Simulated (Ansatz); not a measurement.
Basis-set extrapolation for BCl₂O (`[O]B(Cl)Cl`) radical (PBE0-D4/def2-TZVP geometry, frozen core, the Gaussian-basis code of Ansatz). Multiplicity 2, UHF reference.

|  | def2-TZVPP | def2-QZVPP |
| --- | --- | --- |
| HF | -1018.702888 | -1018.732594 |
| MP2 correlation | -0.650507 | -0.712530 |
| CCSD(T) correlation | -0.724216 | not run |

Energies in hartree. Use E(X) = E(∞) + A·exp(−7.88·√X) for Hartree–Fock and E(X) = E(∞) + B·X^(−2.97) for correlation, with X = 3 and 4, and add CCSD(T) minus MP2 of the smaller set to the MP2 limit.

**Question.** What is the CCSD(T) energy at the basis-set limit?

**Answer.** HF limit: -1018.732594 + (-0.029706) × 0.13774 = -1018.73669. MP2 limit: -0.712530 + (-0.062023) × 0.74074 = -0.75847. Higher-order term: -0.724216 − (-0.650507) = -0.07371. Total: -1019.56887 hartree, 89.0 kcal/mol below CCSD(T)/def2-TZVPP.
